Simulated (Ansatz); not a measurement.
Stepwise reaction of `[F][Ta]([F])([Cl])([Cl])[Cl]` with hydrogen fluoride, as a gas-phase model of exchange steps in deposition or etching. ΔE in kJ/mol; ΔG adds harmonic PBE0-D4 terms to CCSD(T)/CBS, at 1 bar.

Computed with Ansatz on PBE0-D4/def2-TZVP structures; ΔE is electronic, products minus reactants. CBS: MP2 limit from def2 TZ/QZ plus the TZ coupled-cluster correction, frozen cores. This one scheme is used for every species. Functionals use def2-TZVPP. B3LYP here is the variant with VWN-RPA as its local correlation; programs differ in this. def2 core potentials past Kr. For Ta outer-core shells are correlated without core-valence functions, which leaves a few kJ/mol of doubt a bond.

| step | reaction | PBE-D4 | B3LYP-D4 | ωB97M-V | CCSD(T)/CBS | ΔG(500 K) |
| --- | --- | --- | --- | --- | --- | --- |
| 2 | `[F][Ta]([F])([F])([Cl])[Cl]` + H–F → `[F][Ta]([F])([F])([F])[Cl]` + HCl | -24.6 | -26.4 | -28.0 | -17.9 | -21.9 |
| 3 | `[F][Ta]([F])([F])([F])[Cl]` + H–F → `[F][Ta]([F])([F])([F])[F]` + HCl | -32.1 | -37.3 | -37.0 | -29.2 | -32.8 |

Problem. Give the row of step 1, `[F][Ta]([F])([Cl])([Cl])[Cl]` + H–F → `[F][Ta]([F])([F])([Cl])[Cl]` + HCl. (Estimate.)

Solution. The calculation gave: 
| step | reaction | PBE-D4 | B3LYP-D4 | ωB97M-V | CCSD(T)/CBS | ΔG(500 K) |
| --- | --- | --- | --- | --- | --- | --- |
| 1 | `[F][Ta]([F])([Cl])([Cl])[Cl]` + H–F → `[F][Ta]([F])([F])([Cl])[Cl]` + HCl | -30.9 | -35.9 | -37.4 | -26.2 | -30.0 |

Problem. By hand: ΔE of the 3 steps together at CCSD(T)/CBS.

Solution. (-26.2) + (-17.9) + (-29.2) = -73.3 kJ/mol, or -24.4 kJ/mol a step.

In ΔE step 3 is the lowest and step 2 the highest. All are downhill at CCSD(T)/CBS. ΔG lies between -32.8 and -21.9 kJ/mol a step. PBE-D4 differs from CCSD(T)/CBS by -6.7 to -2.9 kJ/mol a step. Isolated molecules leave out the surface, adducts and barriers. Largest T1 diagnostic: 0.018.
